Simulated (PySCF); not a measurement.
A series of related molecules

Method: TDDFT CAM-B3LYP/aug-cc-pVDZ excited states, vertical, gas phase (PySCF 2.14.0). Geometry: PBE0-D3(BJ)/def2-SVP.

Each molecule in one low-energy conformer.

The calculation is non-relativistic, which matters for the atoms heavier than Zn.

(1) How does the largest two-photon cross section among the few lowest singlets (linear parallel light, single beam, Lorentzian half width 0.1 eV, states within 0.08 eV summed) change along this series?
- Fc1ccc(C(F)(F)F)cc1 (H on C replaced by F)
- FC(F)(F)c1ccc(Br)cc1 (H on C replaced by Br)
- FC(F)(F)c1ccc(Cl)cc1 (H on C replaced by Cl)

Answers

(1) 
```tsv
molecule	S1 (eV)	f(S1)	largest σ (GM)	at photon λ (nm)
Fc1ccc(C(F)(F)F)cc1	5.39	0.003	2.0	344
FC(F)(F)c1ccc(Br)cc1	5.25	0.000	1.3	435
FC(F)(F)c1ccc(Cl)cc1	5.28	0.000	0.7	427
```
The largest two-photon cross section among the few lowest singlets (linear parallel light, single beam, Lorentzian half width 0.1 eV, states within 0.08 eV summed) is lowest for FC(F)(F)c1ccc(Cl)cc1 and highest for Fc1ccc(C(F)(F)F)cc1.
